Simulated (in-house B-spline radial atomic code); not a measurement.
A run on N³⁺ (an excited or competing configuration) that did not converge. Method: scalar-relativistic (X2C) revTPSS, spin-polarised, spherical fractional occupations, Fermi nucleus of rms radius 2.5582 fm; computed with an all-electron radial atomic-structure program (B-spline basis). In the input, 2p2,3 would mean two up and three down electrons.

Command:
```bash
python run_scf.py task.json out
```
Settings (nuclear radius in fm, mass in u):
```
Z                7
configuration    1s2 2s0,1 3s1,0
hamiltonian      x2c
method           revtpss,revtpss
spin_polarised   True
nucleus          fermi
rms_radius       2.5582
atomic_mass      14.00307
speed_of_light   137.035999084
```

First and last ten iterations of the last attempt (damped for 15 steps, keeping 80 % of the old Fock matrix, then DIIS):
```
 iter        energy (Eh)    residual
    1         -49.545059    6.69e-02
    2         -49.546385    6.10e-03
    3         -49.546393    5.74e-03
    4         -49.546399    5.42e-03
    5         -49.546403    5.14e-03
    6         -49.546407    4.89e-03
    7         -49.546409    4.67e-03
    8         -49.546410    4.48e-03
    9         -49.546412    4.31e-03
   10         -49.546413    4.16e-03
  111      362470.135323    3.08e+01
  112      355341.129057    3.08e+01
  113      543465.016336    3.91e+01
  114      541875.873202    3.92e+01
  115      459995.462391    3.75e+01
  116      637284.935301    1.01e+02
  117      594004.948797    1.81e+02
  118      597614.384793    1.81e+02
  119      292624.652320    3.20e+01
  120      171304.243991    1.18e+01
 not converged after 120 iterations
```

The smallest residual met was 3.0e-03; the threshold is about 1e-07. No energy from this run should be used. Run time, properties included: 1.1 s on 1 thread of Intel(R) Xeon(R) Platinum 8488C, with other jobs on the host.
